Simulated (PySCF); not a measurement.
The numbers are results of ωB97X-D3(BJ)/def2-TZVP // B3LYP-D3(BJ)/def2-SVP run with PySCF, not measurements. Isolated molecules, 0 K electronic values unless said otherwise. One relaxed conformer stands for a flexible species; it need not be the lowest. Delta-SCF ions had no search for a lower state. Excitations are Tamm–Dancoff values on a coarser integration grid. The basis has no diffuse functions, so Rydberg states are missing or too high.

Reference species (SMILES): `[SiH3]c1ccc(cc1)C(S)=C` (C–C–S–H torsion -11°, S–C–C–C torsion -38°) (neutral, multiplicity 1).

The brightest of the four lowest singlets (TDA) comes out as 5.26 eV. The vertical electron affinity (Delta-SCF) comes out as -0.22 eV and the vertical ionisation energy (Delta-SCF) is 8.40 eV. The HOMO comes out as -8.71 eV.

After one change: the brightest of the four lowest singlets (TDA) goes up by 0.92 eV; the vertical electron affinity (Delta-SCF) goes up by 0.15 eV; the vertical ionisation energy (Delta-SCF) increases by 0.05 eV; the HOMO falls by 0.05 eV.

Question: Name the change that produced these shifts. The new species is one of these.
(A) `C=Cc1ccc(S)c([SiH3])c1` (C–C–C–C torsion 0°, C–C–S–H torsion -24°)
(B) `C=C([SiH3])c1ccc(S)cc1` (Si–C–C–C torsion -148°, C–C–S–H torsion -2°)
(C) `C=Cc1cc(S)ccc1[SiH3]` (C–C–C–C torsion -23°, C–C–S–H torsion 2°)
(D) `C=Cc1ccc([SiH3])cc1S` (C–C–C–C torsion 32°, C–C–S–H torsion 44°)

Answer: D, `C=Cc1ccc([SiH3])cc1S` (C–C–C–C torsion 32°, C–C–S–H torsion 44°)
